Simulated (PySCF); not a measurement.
Sn(F)2(Me)(OH) (CH4F2OSn), SMILES [F][Sn]([F])([CH3])[OH]. The structure is a stationary point at PBE-D3(BJ)/def2-SVP. The structure was generated by enumeration; whether it is a known compound was not checked. The def2 effective core potentials stand for the cores of Sn; spin–orbit coupling is left out. Other conformers were not sampled.

Q: Give the equilibrium geometry at PBE-D3(BJ)/def2-SVP (PySCF confirms it by a frequency run) as bond lengths and angles, and its point group. (The exact figures need the calculation; the answer reports its results.)

A: One answer among several that fit: point group Cs.
Atoms: C1 Sn2 O3 F4 F5 H6 H7 H8 H9. Bonded distances (Å): C1–Sn2 2.138, C1–H6 1.105, C1–H7 1.105, C1–H8 1.105, Sn2–O3 1.988, Sn2–F4 1.955, Sn2–F5 1.955, O3–H9 0.978. Bond angles (°): Sn2–C1–H6 108.1, Sn2–C1–H7 108.1, Sn2–C1–H8 108.1, H6–C1–H7 110.7, H6–C1–H8 110.9, H7–C1–H8 110.9, C1–Sn2–O3 113.1, C1–Sn2–F4 113.0, C1–Sn2–F5 113.0, O3–Sn2–F4 107.5, O3–Sn2–F5 107.5, F4–Sn2–F5 102.1, Sn2–O3–H9 109.6.
Charge 0, spin multiplicity 1.
